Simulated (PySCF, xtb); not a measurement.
Rb(Cl) cation (ClRb), SMILES [Cl][Rb] (connectivity only; charge and spin as stated), charge +1, multiplicity 2.

Harmonic wavenumbers (cm⁻¹) from GFN2-xTB (xtb 6.7.1) at its own minimum, in rising order: 75.

**Question.** What does B3LYP-D3(BJ)/def2-TZVPD in PySCF 2.14.0 give at its own minimum? (Estimate from the structure and the level; the computed values follow.)

**Answer.** 66. Paired by order, the mean absolute difference is 9 cm⁻¹ and the zero-point energies are 0.1 and 0.1 kcal/mol.
